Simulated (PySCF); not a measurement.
Br$_{3}$Zr (SMILES [Br][Zr]([Br])[Br]), doublet, at a GFN2-xTB geometry (such geometries of metal compounds can be far from the true shape) (the multiplicity is a formal guess) (core potentials on Zr); DF-HF/def2-SV(P) in PySCF.

The PySCF input:
```python
from pyscf import gto, scf

mol = gto.M(
    atom='''
Zr   -0.33334341    0.30261649    0.64835859
Br   -1.62917608   -1.50443246   -0.50152266
Br    0.10141355    1.92161751   -1.21085017
Br    1.90872642   -0.76303247    0.97139158
''',
    basis='def2-sv(p)',
    ecp={'Zr': 'def2-sv(p)'},
    spin=1,
    verbose=4,
)

mf = scf.UHF(mol)
mf = mf.density_fit(auxbasis='def2-universal-jkfit')
mf.kernel()
mf.analyze()
```

What does PySCF print? Leave out banner, timings and long lists.


```
PySCF version 2.14.0

[INPUT] verbose = 4
[INPUT] num. atoms = 4
[INPUT] num. electrons = 117
[INPUT] charge = 0
[INPUT] spin (= nelec alpha-beta = 2S) = 1
[INPUT] symmetry False subgroup None
[INPUT] Mole.unit = angstrom
[INPUT] Symbol           X                Y                Z      unit          X                Y                Z       unit  Magmom
[...]
nuclear repulsion = 764.570507627277
number of shells = 46
number of NR pGTOs = 272
number of NR cGTOs = 120
basis = def2-sv(p)
ecp = {'Zr': 'def2-sv(p)'}

******** <class 'pyscf.df.df_jk.DFUHF'> ********
method = DFUHF
initial guess = minao
damping factor = 0
level_shift factor = 0
DIIS = <class 'pyscf.scf.diis.CDIIS'>
diis_start_cycle = 1
diis_space = 8
diis_damp = 0
SCF conv_tol = 1e-09
SCF conv_tol_grad = None
SCF max_cycles = 50
direct_scf = False
number electrons alpha = 59  beta = 58
Set gradient conv threshold to 3.16228e-05
******** <class 'pyscf.df.df.DF'> ********
auxbasis = def2-universal-jkfit
init E= -7753.60035705514

cycle= 1 E= -7762.97789551626  delta_E= -9.38  |g|= 0.363  |ddm|= 2.74
cycle= 2 E= -7763.01794107576  delta_E= -0.04  |g|= 0.125  |ddm|= 0.639
cycle= 3 E= -7763.02708972299  delta_E= -0.00915  |g|= 0.0511  |ddm|= 0.244
cycle= 4 E= -7763.02918621578  delta_E= -0.0021  |g|= 0.0134  |ddm|= 0.0902
cycle= 5 E= -7763.02936695064  delta_E= -0.000181  |g|= 0.00492  |ddm|= 0.0317
cycle= 6 E= -7763.02942543623  delta_E= -5.85e-05  |g|= 0.00192  |ddm|= 0.0227
cycle= 7 E= -7763.02943991132  delta_E= -1.45e-05  |g|= 0.000963  |ddm|= 0.0102
cycle= 8 E= -7763.02944442523  delta_E= -4.51e-06  |g|= 0.000348  |ddm|= 0.00736
cycle= 9 E= -7763.02944503287  delta_E= -6.08e-07  |g|= 0.00013  |ddm|= 0.00318
cycle= 10 E= -7763.02944510213  delta_E= -6.93e-08  |g|= 6.11e-05  |ddm|= 0.000964
cycle= 11 E= -7763.02944512173  delta_E= -1.96e-08  |g|= 2.4e-05  |ddm|= 0.000558
cycle= 12 E= -7763.02944512474  delta_E= -3.01e-09  |g|= 7.34e-06  |ddm|= 0.000206
cycle= 13 E= -7763.02944512497  delta_E= -2.31e-10  |g|= 2.41e-06  |ddm|= 6.65e-05
Extra cycle  E= -7763.02944512498  delta_E= -7.28e-12  |g|= 1.46e-06  |ddm|= 5.98e-06
converged SCF energy = -7763.02944512498  <S^2> = 0.75512461  2S+1 = 2.0051181
**** SCF Summaries ****
Total Energy =                       -7763.029445124981066
Nuclear Repulsion Energy =             764.570507627277038
One-electron Energy =               -12353.783662822086626
Two-electron Energy =                 3826.183710069829431
Two-electron Coulomb Energy =         4100.633120285764562
DFT Exchange-Correlation Energy =     -274.449410215935131
**** MO energy ****
                             alpha | beta                alpha | beta
[...]
spin_pop of  0 Zr 4s        0.00061
spin_pop of  0 Zr 5s        0.16149
spin_pop of  0 Zr 6s        0.00213
spin_pop of  0 Zr 7s        0.00017
spin_pop of  0 Zr 8s        0.00154
spin_pop of  0 Zr 4px       0.00112
spin_pop of  0 Zr 4py      -0.00104
spin_pop of  0 Zr 4pz      -0.00082
spin_pop of  0 Zr 5px       0.00315
spin_pop of  0 Zr 5py       0.00097
spin_pop of  0 Zr 5pz       0.00074
spin_pop of  0 Zr 6px       0.00695
spin_pop of  0 Zr 6py       0.00434
spin_pop of  0 Zr 6pz       0.00572
spin_pop of  0 Zr 4dxy      0.19636
spin_pop of  0 Zr 4dyz      0.16869
spin_pop of  0 Zr 4dz^2     0.22977
spin_pop of  0 Zr 4dxz      0.00851
spin_pop of  0 Zr 4dx2-y2    0.08118
spin_pop of  0 Zr 5dxy      0.04114
spin_pop of  0 Zr 5dyz      0.04798
spin_pop of  0 Zr 5dz^2     0.05561
spin_pop of  0 Zr 5dxz      0.00192
spin_pop of  0 Zr 5dx2-y2    0.00029
spin_pop of  1 Br 1s       -0.00000
spin_pop of  1 Br 2s        0.00000
spin_pop of  1 Br 3s       -0.00002
spin_pop of  1 Br 4s        0.00065
spin_pop of  1 Br 5s        0.00654
spin_pop of  1 Br 2px      -0.00000
spin_pop of  1 Br 2py      -0.00000
spin_pop of  1 Br 2pz      -0.00000
spin_pop of  1 Br 3px      -0.00000
spin_pop of  1 Br 3py      -0.00000
spin_pop of  1 Br 3pz      -0.00000
spin_pop of  1 Br 4px      -0.00477
spin_pop of  1 Br 4py      -0.00945
spin_pop of  1 Br 4pz      -0.00737
spin_pop of  1 Br 5px       0.00032
spin_pop of  1 Br 5py       0.00110
spin_pop of  1 Br 5pz       0.00064
spin_pop of  1 Br 3dxy     -0.00000
spin_pop of  1 Br 3dyz     -0.00000
spin_pop of  1 Br 3dz^2    -0.00000
spin_pop of  1 Br 3dxz     -0.00000
spin_pop of  1 Br 3dx2-y2   -0.00000
spin_pop of  1 Br 4dxy      0.00037
spin_pop of  1 Br 4dyz      0.00022
spin_pop of  1 Br 4dz^2     0.00010
spin_pop of  1 Br 4dxz      0.00081
spin_pop of  1 Br 4dx2-y2    0.00083
spin_pop of  1 Br 5dxy      0.00001
spin_pop of  1 Br 5dyz      0.00000
spin_pop of  1 Br 5dz^2     0.00000
spin_pop of  1 Br 5dxz      0.00003
spin_pop of  1 Br 5dx2-y2    0.00003
spin_pop of  2 Br 1s       -0.00000
spin_pop of  2 Br 2s        0.00000
spin_pop of  2 Br 3s       -0.00003
spin_pop of  2 Br 4s        0.00161
spin_pop of  2 Br 5s        0.01075
spin_pop of  2 Br 2px      -0.00000
spin_pop of  2 Br 2py      -0.00000
spin_pop of  2 Br 2pz      -0.00000
spin_pop of  2 Br 3px      -0.00000
spin_pop of  2 Br 3py      -0.00000
spin_pop of  2 Br 3pz      -0.00000
spin_pop of  2 Br 4px      -0.00513
spin_pop of  2 Br 4py      -0.00669
spin_pop of  2 Br 4pz      -0.01167
spin_pop of  2 Br 5px       0.00200
spin_pop of  2 Br 5py       0.00035
spin_pop of  2 Br 5pz       0.00179
spin_pop of  2 Br 3dxy     -0.00000
spin_pop of  2 Br 3dyz     -0.00000
spin_pop of  2 Br 3dz^2    -0.00000
spin_pop of  2 Br 3dxz     -0.00000
spin_pop of  2 Br 3dx2-y2   -0.00000
spin_pop of  2 Br 4dxy      0.00062
spin_pop of  2 Br 4dyz      0.00054
spin_pop of  2 Br 4dz^2     0.00055
spin_pop of  2 Br 4dxz      0.00035
spin_pop of  2 Br 4dx2-y2    0.00100
spin_pop of  2 Br 5dxy      0.00003
spin_pop of  2 Br 5dyz      0.00001
spin_pop of  2 Br 5dz^2     0.00001
spin_pop of  2 Br 5dxz      0.00002
spin_pop of  2 Br 5dx2-y2    0.00005
spin_pop of  3 Br 1s       -0.00000
spin_pop of  3 Br 2s        0.00000
spin_pop of  3 Br 3s       -0.00002
spin_pop of  3 Br 4s        0.00399
spin_pop of  3 Br 5s        0.00867
spin_pop of  3 Br 2px      -0.00000
spin_pop of  3 Br 2py      -0.00000
spin_pop of  3 Br 2pz      -0.00000
spin_pop of  3 Br 3px      -0.00000
spin_pop of  3 Br 3py      -0.00000
spin_pop of  3 Br 3pz      -0.00000
spin_pop of  3 Br 4px      -0.01236
spin_pop of  3 Br 4py      -0.00558
spin_pop of  3 Br 4pz      -0.00392
spin_pop of  3 Br 5px       0.00145
spin_pop of  3 Br 5py       0.00016
spin_pop of  3 Br 5pz       0.00077
spin_pop of  3 Br 3dxy     -0.00000
spin_pop of  3 Br 3dyz     -0.00000
spin_pop of  3 Br 3dz^2    -0.00000
spin_pop of  3 Br 3dxz     -0.00000
spin_pop of  3 Br 3dx2-y2   -0.00000
spin_pop of  3 Br 4dxy      0.00017
spin_pop of  3 Br 4dyz      0.00008
spin_pop of  3 Br 4dz^2     0.00090
spin_pop of  3 Br 4dxz      0.00083
spin_pop of  3 Br 4dx2-y2    0.00011
spin_pop of  3 Br 5dxy      0.00001
spin_pop of  3 Br 5dyz      0.00000
spin_pop of  3 Br 5dz^2     0.00002
spin_pop of  3 Br 5dxz      0.00002
spin_pop of  3 Br 5dx2-y2    0.00001
In total            59.00000 | 58.00000
Dipole moment(X, Y, Z, Debye): -1.99441,  1.81057,  3.87917
```
